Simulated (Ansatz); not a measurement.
Basis-set extrapolation for C$_{5}$H$_{12}$AlClN$_{2}$ (`CC1=[N+](C)[Al-]([CH3])([Cl])[N]1C`) (PBE0-D4/def2-TZVP geometry, frozen core, Ansatz). Multiplicity 1, RHF reference.

```json
{"": "HF", "def2-TZVPP": "-1006.932870", "def2-QZVPP": "-1006.967075"}
{"": "MP2 correlation", "def2-TZVPP": "-1.531395", "def2-QZVPP": "-1.639482"}
{"": "CCSD(T) correlation", "def2-TZVPP": "-1.675703", "def2-QZVPP": "not run"}
```

Energies in hartree. Use E(X) = E(∞) + A·exp(−7.88·√X) for Hartree–Fock and E(X) = E(∞) + B·X^(−2.97) for correlation, with X = 3 and 4, and add CCSD(T) minus MP2 of the smaller set to the MP2 limit.

Task: What is the CCSD(T) energy at the basis-set limit?

Result: HF limit: -1006.967075 + (-0.034205) × 0.13774 = -1006.97179. MP2 limit: -1.639482 + (-0.108087) × 0.74074 = -1.71955. Higher-order term: -1.675703 − (-1.531395) = -0.14431. Total: -1008.83565 hartree, 596.2 kJ/mol below CCSD(T)/def2-TZVPP.
